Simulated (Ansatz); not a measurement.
Species: BI2, charge 0, doublet. BI2 (SMILES I[B]I, doublet).
B3LYP-D3(BJ)/def2-TZVP minimum from Ansatz (a quantum-chemistry and plane-wave program):
```
B
I 1 2.1018
I 1 2.1018 2 128.46
```
Charge 0, spin multiplicity 2.

Quantity: atomisation energy (electronic, to ground-state atoms), in kcal/mol. Open shells are spin-unrestricted; no spin-orbit coupling. Cores are frozen in correlated methods (noble-gas shells, and filled d and f shells in the p block). Past Kr the def2 sets carry scalar-relativistic core potentials. CBS(X,Y): correlation extrapolated as X^-3, Hartree-Fock from the larger set. A bracket is a step between two methods taken in the basis named. Where a partner has so few electrons that a lower coupled-cluster level is exact, that level stands in. Spin-orbit terms, left out, reach several kcal/mol for Br and I, and more for heavier atoms.

CCSD(T)/CBS(def2-TZVPP,def2-QZVPP) + [CCSDT(Q) - CCSD(T)]/def2-SVP (Ansatz) gives 140.6 kcal/mol.

Question: What does PBE/def2-TZVPD (Ansatz) give here, and how do the other levels compare?

Answer: PBE gives 155.5 kcal/mol, 14.9 kcal/mol above it. Differences of the others: B3LYP/def2-TZVPD (Ansatz) -2.4; PBE0/def2-TZVPD (Ansatz) 8.7; wB97M-V/def2-TZVPD (Ansatz) -3.0; B2PLYP/def2-TZVPD (Ansatz) -0.9; CCSD(T)/CBS(def2-TZVPP,def2-QZVPP) (Ansatz) -0.6 kcal/mol.
